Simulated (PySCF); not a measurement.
Structure problem from calculated spectra and properties.

Formula: CH6BNS.

| Item | Value |
| --- | --- |
| NMR, other nuclei | isotropic shieldings of nuclei other than C and H, by class: 58 (1 B), 170 (1 N), 560 (1 S) ppm [GIAO B97-2/pcSseg-2] |
| UV, strongest line | among the 10 lowest singlet transitions: S2 at 6.24 eV (199 nm, f = 0.158) [TDDFT wB97X-D/def2-SVPD] |
| 1H NMR | chemical shifts (computed TMS as zero) by class: 5.46 (1 H), 3.48 (2 H), 2.12 (3 H) ppm [GIAO B97-2/pcSseg-2] |
| Triplet | lowest triplet excitation (Tamm–Dancoff): 5.31 eV [TDA wB97X-D/def2-SVPD] |
| UV, first state | lowest singlet excitation: 6.00 eV (207 nm, f = 0.000) [TDDFT wB97X-D/def2-SVPD] |
| Polarisability | 58.5 au [wB97X-D/def2-SVPD] |
| Dipole | 1.23 D [wB97X-D/def2-SVPD] |
| Rotational structure | rotational constants A, B, C: 18.769, 3.110, 2.715 GHz [PBE0-D3(BJ)/def2-SVP] |
| 13C NMR | chemical shifts (computed TMS as zero) by class: 17.4 (1 C) ppm [GIAO B97-2/pcSseg-2] |

Gas-phase values; electronic properties from PySCF, density fitting. Levels stand in brackets. One conformer (not necessarily the lowest) at the PBE0-D3(BJ)/def2-SVP geometry, without solvent, vibrations or thermal averaging. NMR classes are plain means over equivalent atoms (diastereotopic ones count apart unless rotation or inversion swaps them), as if these changed places fast.

Q: Propose a structure and show how it fits.

A: Numbering: `[CH3:1][S:2][BH:3][NH2:4]`. The one carbon: S-methyl carbon [C1] (17.4 ppm). Hydrogen classes from least to most shielded: 1 H on a three-coordinate boron, B3 (5.46 ppm), 2 H on a boron-bound nitrogen, N4 (3.48 ppm), 3 H on an S-methyl carbon, C1 (2.12 ppm, a mean of values up to 0.5 ppm apart in this geometry). The other shieldings belong to: 58 ppm, three-coordinate boron [B3]; 170 ppm, boron-bound nitrogen [N4]; 560 ppm, sulfur bonded to B and C [S2]. By its constants the optimised geometry is an asymmetric top. Structure: `CSBN` (CH6BNS). The assignments are read from this structure; whether some other isomer fits the data as well wasn't checked.

The values belong to the conformer `[CH3:1][S:2][BH:3][NH2:4]`: C1–S2–B3–N4 180°, H–N4–B3–S2 0°, H–N4–B3–S2 180°.
